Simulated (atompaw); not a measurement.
# aluminium (Al): one change to a PAW (atompaw) potential, before and after

| Property | Result |
| --- | --- |
| Element | Al (Z = 13) |
| Generator | atompaw 4.2.0.5 |
| Type | PAW |
| Functional | PBE |
| Relativity | scalar-relativistic |
| Frozen core | [Ne] |
| Valence charge | 3 |
| Reference configuration | 3s2 3p0 (charge +1) |
| Partial waves | 3s (bound): rc 1.65 bohr; 3s channel at 1.5 Ry: rc 1.65 bohr; 3p (bound, empty): rc 1.85 bohr; 3p channel at 2.1 Ry: rc 1.85 bohr |
| Local potential | troulliermartins scheme with l = 2 at -0.5 Ry, radius 1.30 bohr |
| Core correction | smooth core density matched at 1.00 bohr |
| Augmentation charge | besselshape compensation charge, radius 1.35 bohr; PAW radius 1.85 bohr; waves and projectors: custom rrkj vanderbiltortho |

Change: wave 3p channel at 2.1 Ry: rc 1.85 bohr becomes 3p channel at -0.53 Ry: rc 1.85 bohr.

Cutoffs: the cutoffs (Ry, on a coarse ladder) from which the occupation-weighted sum of valence levels, in a spherical-Bessel basis at the reference potential, stays within 10 and 1 mRy of its value at 400 Ry; they do not see the model core or the augmentation charge, which bear on the density cutoff.

Problem. What does the change do?

Solution. The potential gets neither clearly harder nor softer (8 Ry and 21 Ry → 8 Ry and 21 Ry); the bound ghosts move from s to p, s.

| quantity | base | changed |
| --- | --- | --- |
| cutoff, loose | 8 Ry | 8 Ry |
| cutoff, tight | 21 Ry | 21 Ry |
| bound ghosts | s | s, p |
| s: phases at 1.86 bohr within 0.05 rad from the reference energy up to (Ry; the scan ends near 5) | to the end of the scan | to the end of the scan |
| p: phases at 1.86 bohr within 0.05 rad from the reference energy up to (Ry; the scan ends near 5) | 4.5 | to the end of the scan |
| lowest overlap eigenvalue by channel | s 0.53, p 0.70 | s 0.53, p 0.79 |

 A true bound ghost makes a file unfit for plane-wave use even where its test errors are small: the radial tests pick states by their node count and pass the ghost by. The cutoffs see the waves, projectors and local potential, not the compensation charge or the core.
